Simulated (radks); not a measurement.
Effect of the nuclear size on the iodine ion I2+, [Kr] 4d10 5s2 5p3. All-electron calculation, Dirac Kohn-Sham, exchange-only LDA, spin-unpolarised, spherical densities, finite nucleus; open shells fill j = l - 1/2 first; Fermi nuclear charge, rms radius 4.75 fm. Program: a radial shooting solver on a logarithmic mesh with Libxc functionals. The rms radius is varied about that value; shifts are against it.

rms radius (fm) = 4.2655: total energy shift (eV) -1.14; density at nucleus (e/bohr^3) 2.526e+05; 1s1/2 shift (meV) -477; 2s1/2 shift (meV) -55.9; 4p1/2 shift (meV) 0.189; 5s1/2 shift (meV) -0.306; 5p1/2 shift (meV) 0.047; 5p3/2 shift (meV) 0.051; 6s1/2 (empty) shift (meV) -0.061
rms radius (fm) = 4.3083: total energy shift (eV) -1.04; density at nucleus (e/bohr^3) 2.522e+05; 1s1/2 shift (meV) -436; 2s1/2 shift (meV) -51.2; 4p1/2 shift (meV) 0.173; 5s1/2 shift (meV) -0.280; 5p1/2 shift (meV) 0.043; 5p3/2 shift (meV) 0.047; 6s1/2 (empty) shift (meV) -0.056
rms radius (fm) = 4.75: total energy shift (eV) 0; density at nucleus (e/bohr^3) 2.48e+05; 1s1/2 shift (meV) 0.000; 2s1/2 shift (meV) 0.000; 4p1/2 shift (meV) 0.000; 5s1/2 shift (meV) 0.000; 5p1/2 shift (meV) 0.000; 5p3/2 shift (meV) 0.000; 6s1/2 (empty) shift (meV) 0.000
rms radius (fm) = 4.9922: total energy shift (eV) 0.608; density at nucleus (e/bohr^3) 2.459e+05; 1s1/2 shift (meV) 254; 2s1/2 shift (meV) 29.8; 4p1/2 shift (meV) -0.101; 5s1/2 shift (meV) 0.163; 5p1/2 shift (meV) -0.025; 5p3/2 shift (meV) -0.027; 6s1/2 (empty) shift (meV) 0.032
rms radius (fm) = 5.3865: total energy shift (eV) 1.65; density at nucleus (e/bohr^3) 2.427e+05; 1s1/2 shift (meV) 690; 2s1/2 shift (meV) 80.9; 4p1/2 shift (meV) -0.273; 5s1/2 shift (meV) 0.443; 5p1/2 shift (meV) -0.068; 5p3/2 shift (meV) -0.074; 6s1/2 (empty) shift (meV) 0.088

Slopes of the eigenvalues against <r^2> in GHz/fm^2, as finite differences over the two radii next to the reference (eigenvalue slopes, not the field-shift constants of lines): 1s1/2 26300, 2s1/2 3080, 4p1/2 -10.4, 5s1/2 16.8, 5p1/2 -2.58, 5p3/2 -2.80, 6s1/2 (empty) 3.34.
